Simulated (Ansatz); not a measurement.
Ansatz (a quantum-chemistry and plane-wave program) input (B3LYP/6-31G*):

Ansatz 0.2 input:
```yaml
crystal:
  periodic: [false, false, false]
  atoms:
    - {symbol: Si, position_ang: [0.15127148, 0.05428241, 0.00057461]}
    - {symbol: O, position_ang: [-0.13395368, 1.58486017, -0.01971287]}
    - {symbol: O, position_ang: [1.42290305, -0.83177598, 0.02119192]}
    - {symbol: O, position_ang: [-1.30467145, -0.82983541, -0.00070249]}
    - {symbol: H, position_ang: [-1.99202407, -0.14594396, -0.01425706]}
basis:
  gaussian:
    orbitals: 6-31G*
hamiltonian:
  xc: {name: B3LYP}
total_charge: -1
phonons: {temperatures: {t_min: 298.15, t_max: 298.15, t_step: 100}}
```

Output:

```
Functional definition: B3LYP
integrals: 0.02 GiB planned
618 factors; integrals over basis functions are off by at most 3.3e-4 eV
mean field: 0.19 GiB planned
mean field evaluation 1: about -14032.7004 eV, gradient 5.4e1 eV
mean field evaluation 2: about -14015.4919 eV, gradient 1.1e2 eV
mean field evaluation 4: about -14038.1460 eV, gradient 4.1e0 eV
mean field evaluation 8: about -14038.1865 eV, gradient 7.6e-2 eV
mean field -14038.18654283 eV, -515.8938400243 hartree, gradient 4.1e-5 eV, S^2 0.000000; 0 other end points of the search recorded, 0 dependent functions left out
the calculation of the forces begins
reference -14038.18674202 eV, -515.8938473446 hartree; 20, 20 occupied and 46, 46 virtual orbitals, 618 factors
these checks for a lower state are left out or cut short: stability, starts, cluster_reference, orbital_swaps, neighbouring_geometries, increment
integrals: 0.02 GiB planned
618 factors; integrals over basis functions are off by at most 3.3e-4 eV
mean field: 0.19 GiB planned
mean field evaluation 16: about -14038.1736 eV, gradient 2.2e-1 eV
mean field -14038.18631378 eV, -515.8938316071 hartree, gradient 1.8e-6 eV, S^2 0.000000; 0 other end points of the search recorded, 0 dependent functions left out
the calculation of the forces begins
reference -14038.18651289 eV, -515.8938389242 hartree; 20, 20 occupied and 46, 46 virtual orbitals, 618 factors
these checks for a lower state are left out or cut short: stability, starts, cluster_reference, orbital_swaps, neighbouring_geometries, increment
integrals: 0.02 GiB planned
618 factors; integrals over basis functions are off by at most 3.3e-4 eV
mean field: 0.19 GiB planned
mean field -14038.18631564 eV, -515.8938316755 hartree, gradient 1.5e-6 eV, S^2 0.000000; 0 other end points of the search recorded, 0 dependent functions left out
the calculation of the forces begins
reference -14038.18651493 eV, -515.8938389991 hartree; 20, 20 occupied and 46, 46 virtual orbitals, 618 factors
these checks for a lower state are left out or cut short: stability, starts, cluster_reference, orbital_swaps, neighbouring_geometries, increment
integrals: 0.02 GiB planned
618 factors; integrals over basis functions are off by at most 3.3e-4 eV
mean field: 0.19 GiB planned
mean field evaluation 32: about -14038.1864 eV, gradient 1.0e-4 eV
mean field -14038.18643577 eV, -515.8938360901 hartree, gradient 3.1e-6 eV, S^2 0.000000; 0 other end points of the search recorded, 0 dependent functions left out
the calculation of the forces begins
reference -14038.18663494 eV, -515.8938434092 hartree; 20, 20 occupied and 46, 46 virtual orbitals, 618 factors
these checks for a lower state are left out or cut short: stability, starts, cluster_reference, orbital_swaps, neighbouring_geometries, increment
integrals: 0.02 GiB planned
618 factors; integrals over basis functions are off by at most 3.3e-4 eV
mean field: 0.19 GiB planned
mean field -14038.18643480 eV, -515.8938360542 hartree, gradient 2.9e-6 eV, S^2 0.000000; 0 other end points of the search recorded, 0 dependent functions left out
the calculation of the forces begins
reference -14038.18663402 eV, -515.8938433757 hartree; 20, 20 occupied and 46, 46 virtual orbitals, 618 factors
these checks for a lower state are left out or cut short: stability, starts, cluster_reference, orbital_swaps, neighbouring_geometries, increment
integrals: 0.02 GiB planned
618 factors; integrals over basis functions are off by at most 3.3e-4 eV
mean field: 0.19 GiB planned
mean field -14038.18639312 eV, -515.8938345228 hartree, gradient 9.4e-7 eV, S^2 0.000000; 0 other end points of the search recorded, 0 dependent functions left out
the calculation of the forces begins
reference -14038.18659237 eV, -515.8938418449 hartree; 20, 20 occupied and 46, 46 virtual orbitals, 618 factors
these checks for a lower state are left out or cut short: stability, starts, cluster_reference, orbital_swaps, neighbouring_geometries, increment
integrals: 0.02 GiB planned
618 factors; integrals over basis functions are off by at most 3.3e-4 eV
mean field: 0.19 GiB planned
mean field -14038.18639616 eV, -515.8938346343 hartree, gradient 2.8e-6 eV, S^2 0.000000; 0 other end points of the search recorded, 0 dependent functions left out
the calculation of the forces begins
reference -14038.18659531 eV, -515.8938419530 hartree; 20, 20 occupied and 46, 46 virtual orbitals, 618 factors
these checks for a lower state are left out or cut short: stability, starts, cluster_reference, orbital_swaps, neighbouring_geometries, increment
integrals: 0.02 GiB planned
618 factors; integrals over basis functions are off by at most 3.3e-4 eV
mean field: 0.19 GiB planned
mean field -14038.18653143 eV, -515.8938396053 hartree, gradient 3.1e-6 eV, S^2 0.000000; 0 other end points of the search recorded, 0 dependent functions left out
[...]
618 factors; integrals over basis functions are off by at most 3.3e-4 eV
mean field: 0.19 GiB planned
mean field evaluation 64: about -14038.1865 eV, gradient 3.5e-5 eV
mean field -14038.18653283 eV, -515.8938396569 hartree, gradient 1.1e-6 eV, S^2 0.000000; 0 other end points of the search recorded, 0 dependent functions left out
the calculation of the forces begins
reference -14038.18673201 eV, -515.8938469765 hartree; 20, 20 occupied and 46, 46 virtual orbitals, 618 factors
these checks for a lower state are left out or cut short: stability, starts, cluster_reference, orbital_swaps, neighbouring_geometries, increment
integrals: 0.02 GiB planned
618 factors; integrals over basis functions are off by at most 3.3e-4 eV
mean field: 0.19 GiB planned
mean field -14038.18648425 eV, -515.8938378715 hartree, gradient 1.5e-6 eV, S^2 0.000000; 0 other end points of the search recorded, 0 dependent functions left out
the calculation of the forces begins
reference -14038.18668347 eV, -515.8938451930 hartree; 20, 20 occupied and 46, 46 virtual orbitals, 618 factors
these checks for a lower state are left out or cut short: stability, starts, cluster_reference, orbital_swaps, neighbouring_geometries, increment
integrals: 0.02 GiB planned
618 factors; integrals over basis functions are off by at most 3.3e-4 eV
mean field: 0.19 GiB planned
mean field -14038.18648240 eV, -515.8938378038 hartree, gradient 8.6e-7 eV, S^2 0.000000; 0 other end points of the search recorded, 0 dependent functions left out
the calculation of the forces begins
reference -14038.18668157 eV, -515.8938451231 hartree; 20, 20 occupied and 46, 46 virtual orbitals, 618 factors
these checks for a lower state are left out or cut short: stability, starts, cluster_reference, orbital_swaps, neighbouring_geometries, increment
integrals: 0.02 GiB planned
618 factors; integrals over basis functions are off by at most 3.3e-4 eV
mean field: 0.19 GiB planned
mean field -14038.18648513 eV, -515.8938379041 hartree, gradient 1.1e-6 eV, S^2 0.000000; 0 other end points of the search recorded, 0 dependent functions left out
the calculation of the forces begins
reference -14038.18668433 eV, -515.8938452244 hartree; 20, 20 occupied and 46, 46 virtual orbitals, 618 factors
these checks for a lower state are left out or cut short: stability, starts, cluster_reference, orbital_swaps, neighbouring_geometries, increment
integrals: 0.02 GiB planned
618 factors; integrals over basis functions are off by at most 3.3e-4 eV
mean field: 0.19 GiB planned
mean field -14038.18648633 eV, -515.8938379480 hartree, gradient 1.5e-6 eV, S^2 0.000000; 0 other end points of the search recorded, 0 dependent functions left out
the calculation of the forces begins
reference -14038.18668553 eV, -515.8938452684 hartree; 20, 20 occupied and 46, 46 virtual orbitals, 618 factors
these checks for a lower state are left out or cut short: stability, starts, cluster_reference, orbital_swaps, neighbouring_geometries, increment
integrals: 0.02 GiB planned
618 factors; integrals over basis functions are off by at most 3.3e-4 eV
mean field: 0.19 GiB planned
mean field evaluation 96: about -14038.1864 eV, gradient 8.9e-5 eV
mean field -14038.18643036 eV, -515.8938358911 hartree, gradient 1.8e-6 eV, S^2 0.000000; 0 other end points of the search recorded, 0 dependent functions left out
the calculation of the forces begins
reference -14038.18662959 eV, -515.8938432126 hartree; 20, 20 occupied and 46, 46 virtual orbitals, 618 factors
these checks for a lower state are left out or cut short: stability, starts, cluster_reference, orbital_swaps, neighbouring_geometries, increment
integrals: 0.02 GiB planned
618 factors; integrals over basis functions are off by at most 3.3e-4 eV
mean field: 0.19 GiB planned
mean field -14038.18643317 eV, -515.8938359946 hartree, gradient 1.4e-6 eV, S^2 0.000000; 0 other end points of the search recorded, 0 dependent functions left out
the calculation of the forces begins
reference -14038.18663234 eV, -515.8938433137 hartree; 20, 20 occupied and 46, 46 virtual orbitals, 618 factors
these checks for a lower state are left out or cut short: stability, starts, cluster_reference, orbital_swaps, neighbouring_geometries, increment
integrals: 0.02 GiB planned
618 factors; integrals over basis functions are off by at most 3.3e-4 eV
mean field: 0.19 GiB planned
mean field -14038.18647346 eV, -515.8938374752 hartree, gradient 1.3e-6 eV, S^2 0.000000; 0 other end points of the search recorded, 0 dependent functions left out
the calculation of the forces begins
reference -14038.18667267 eV, -515.8938447960 hartree; 20, 20 occupied and 46, 46 virtual orbitals, 618 factors
these checks for a lower state are left out or cut short: stability, starts, cluster_reference, orbital_swaps, neighbouring_geometries, increment
integrals: 0.02 GiB planned
618 factors; integrals over basis functions are off by at most 3.3e-4 eV
mean field: 0.19 GiB planned
mean field -14038.18647105 eV, -515.8938373866 hartree, gradient 1.0e-6 eV, S^2 0.000000; 0 other end points of the search recorded, 0 dependent functions left out
the calculation of the forces begins
reference -14038.18667023 eV, -515.8938447064 hartree; 20, 20 occupied and 46, 46 virtual orbitals, 618 factors
these checks for a lower state are left out or cut short: stability, starts, cluster_reference, orbital_swaps, neighbouring_geometries, increment
integrals: 0.02 GiB planned
618 factors; integrals over basis functions are off by at most 3.3e-4 eV
mean field: 0.19 GiB planned
mean field -14038.18646882 eV, -515.8938373045 hartree, gradient 1.6e-6 eV, S^2 0.000000; 0 other end points of the search recorded, 0 dependent functions left out
the calculation of the forces begins
reference -14038.18666799 eV, -515.8938446240 hartree; 20, 20 occupied and 46, 46 virtual orbitals, 618 factors
these checks for a lower state are left out or cut short: stability, starts, cluster_reference, orbital_swaps, neighbouring_geometries, increment
integrals: 0.02 GiB planned
618 factors; integrals over basis functions are off by at most 3.3e-4 eV
mean field: 0.19 GiB planned
mean field evaluation 128: about -14038.1864 eV, gradient 1.1e-1 eV
mean field -14038.18646297 eV, -515.8938370895 hartree, gradient 2.3e-6 eV, S^2 0.000000; 0 other end points of the search recorded, 0 dependent functions left out
the calculation of the forces begins
reference -14038.18666219 eV, -515.8938444106 hartree; 20, 20 occupied and 46, 46 virtual orbitals, 618 factors
these checks for a lower state are left out or cut short: stability, starts, cluster_reference, orbital_swaps, neighbouring_geometries, increment
integrals: 0.02 GiB planned
618 factors; integrals over basis functions are off by at most 3.3e-4 eV
mean field: 0.19 GiB planned
mean field -14038.18649796 eV, -515.8938383755 hartree, gradient 2.3e-6 eV, S^2 0.000000; 0 other end points of the search recorded, 0 dependent functions left out
the calculation of the forces begins
reference -14038.18669716 eV, -515.8938456959 hartree; 20, 20 occupied and 46, 46 virtual orbitals, 618 factors
these checks for a lower state are left out or cut short: stability, starts, cluster_reference, orbital_swaps, neighbouring_geometries, increment
integrals: 0.02 GiB planned
618 factors; integrals over basis functions are off by at most 3.3e-4 eV
mean field: 0.19 GiB planned
mean field -14038.18649876 eV, -515.8938384050 hartree, gradient 2.2e-6 eV, S^2 0.000000; 0 other end points of the search recorded, 0 dependent functions left out
the calculation of the forces begins
reference -14038.18669796 eV, -515.8938457253 hartree; 20, 20 occupied and 46, 46 virtual orbitals, 618 factors
Total energy: -14038.18674202 eV, -515.8938473446 hartree
Atom 0 at     0.151271     0.054282     0.000575 Å, force     0.000397    -0.000075     0.000004 eV/Å
Atom 1 at    -0.133954     1.584860    -0.019713 Å, force    -0.000410    -0.000875     0.000007 eV/Å
Atom 2 at     1.422903    -0.831776     0.021192 Å, force    -0.000373     0.000396    -0.000008 eV/Å
Atom 3 at    -1.304671    -0.829835    -0.000702 Å, force     0.000625    -0.000540     0.000011 eV/Å
Atom 4 at    -1.992024    -0.145944    -0.014257 Å, force    -0.000239     0.001093    -0.000015 eV/Å
Dipole moment:    -0.666365    -0.071799    -0.004499 e Å
Vibrations: 321.15 364.77 389.32 477.07 760.42 963.66 1020.97 1288.30 3756.36 cm⁻¹, zero-point energy 0.579132 eV
```

The blocks after the first are displaced geometries, from whose forces the wavenumbers follow.

The dipole moment of an ion depends on the origin.
